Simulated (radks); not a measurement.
Results of a calculation; reference values are marked as such.
As I, configuration [Ar] 3d10 4s2 4p3 (the NIST ground configuration).

Level of theory: non-relativistic Kohn-Sham, exchange-only PBE, spin-polarised, spherical densities, point nucleus; open shells are filled with parallel spins first (a radial shooting solver on a logarithmic mesh with Libxc functionals).

Energy parts (eV):
total: -60789.553
kinetic: 60789.553
electron-nucleus: -145507.295
Hartree: 26135.343
exchange: -2207.155

Orbitals (lengths in bohr, moments of r in powers of bohr; r(max) is where P^2 peaks):
| orbital | occ. | eigenvalue (eV) | r(max) | <r> |
|---|---|---|---|---|
| 1s up | 1 | -11539.44 | 0.03062 | 0.04638 |
| 1s down | 1 | -11539.33 | 0.03062 | 0.04638 |
| 2s up | 1 | -1445.673 | 0.1737 | 0.2067 |
| 2s down | 1 | -1445.634 | 0.1737 | 0.2067 |
| 2p up | 3 | -1292.787 | 0.1378 | 0.1788 |
| 2p down | 3 | -1292.696 | 0.1378 | 0.1788 |
| 3s up | 1 | -182.3599 | 0.5309 | 0.6095 |
| 3s down | 1 | -182.2137 | 0.5310 | 0.6093 |
| 3p up | 3 | -130.7792 | 0.5249 | 0.6224 |
| 3p down | 3 | -130.6065 | 0.5249 | 0.6218 |
| 3d up | 5 | -40.3836 | 0.4758 | 0.6787 |
| 3d down | 5 | -40.0963 | 0.4756 | 0.6732 |
| 4s up | 1 | -14.1254 | 1.658 | 1.983 |
| 4s down | 1 | -11.3086 | 1.621 | 1.975 |
| 4p up | 3 | -5.3757 | 2.002 | 2.565 |
| 4p down | 0 | -2.6188 | 1.992 | 2.777 |

The highest occupied level is 4p up at -5.376 eV. The spin density at the nucleus is -0.9042 e/bohr^3 (1s -0.1355, 2s 0.0561, 3s -0.0084, 4s -0.8164), a Fermi contact field of -47.4 T. The density falls to 0.001 e/bohr^3 at r = 4.41 bohr. The electron density at the nucleus is 2.472e+04 e/bohr^3. Summed over all electrons, <r^2> = 42.21 bohr^2, which gives a Langevin (diamagnetic) susceptibility term of -33.4 x 10^-6 cm^3/mol. Virial ratio -V/T = 2.00000. Spin moment in Bohr magnetons: 3.
